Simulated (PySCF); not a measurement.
# Ionisation energy of Ca⁺ by level of theory

Ca⁺ [Ar] 4s1 (2S) → Ca²⁺ [Ar] (1S), as a difference of total energies. All numbers are calculated (PySCF 2.14, scalar relativity by spin-free X2C-1e, in x2c-TZVPPall with one added diffuse shell each of s, p, d type (7s6p4d, 45 functions)). Correlated levels: valence and next inner shell: [Ne] frozen. The calculations carry no spin-orbit coupling.

Q: Order these methods by the ionisation energy they give, lowest first.
A. r2SCAN
B. wB97M-V
C. M06-2X
D. UHF

A: D (11.359 eV), A (11.716 eV), B (11.736 eV), C (11.854 eV).

Errors of the correlated levels include the incompleteness of this basis and the frozen core.

For comparison: 11.872 eV (measured; NIST Atomic Spectra Database, ionization energies).
